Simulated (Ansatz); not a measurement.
Calculated with Ansatz (gas phase, PBE0-D4/def2-TZVP geometries, no zero-point term in ΔE). CCSD(T)/CBS is the MP2 limit (def2-TZVPP, def2-QZVPP) plus CCSD(T) − MP2 in def2-TZVPP, frozen cores. This one scheme is used for every species. Functionals use def2-TZVPP. B3LYP here is the variant with VWN-RPA as its local correlation; programs differ in this. def2 core potentials past Kr. For In, Se outer-core shells are correlated without core-valence functions, which leaves a few kJ/mol of doubt a bond. Scalar relativity is left out up to krypton. Each species was taken in one conformer, which may not be the lowest.

Reaction (ligand exchange at the In–Se bond): `[F][In]([F])[SeH]` + H₂S → `[F][In]([F])[SH]` + H₂Se

| level | ΔE (kJ/mol) | difference from CCSD(T)/CBS |
| --- | --- | --- |
| PBE-D4 | 22.8 | -2.2 |
| PBE0-D4 | 23.7 | -1.3 |
| B3LYP-D4 | 24.2 | -0.8 |
| r2SCANh-D4 | 23.3 | -1.7 |
| CAM-B3LYP-D4 | 23.0 | -2.0 |
| ωB97M-V | 22.5 | -2.5 |
| B2PLYP | 23.8 | -1.2 |
| PBE-QIDH | 23.9 | -1.1 |
| PBE | 22.6 | -2.4 |
| revPBE | 22.5 | -2.5 |
| BHLYP | 24.7 | -0.3 |
| CAM-B3LYP | 22.8 | -2.2 |
| RPA@PBE/def2-TZVPP | 21.6 | -3.4 |
| HF/def2-SVP | 23.6 | -1.4 |
| CCSD(T)/def2-SVP | 21.6 | -3.4 |
| MP2/CBS(def2) | 26.2 | 1.2 |
| CCSD(T)/CBS | 25.0 | 0 |

Largest T1 diagnostic among the species: 0.016.

Leaving LDA and LC-ωPBE aside and taking each functional with its dispersion term where it has one, the values, not all of them listed here, spread over 7.6 kJ/mol, from B97M-V to BHLYP-D4. At CCSD(T), def2-SVP lies −3.4 kJ/mol from the extrapolated value and def2-TZVPP −2.4 kJ/mol.
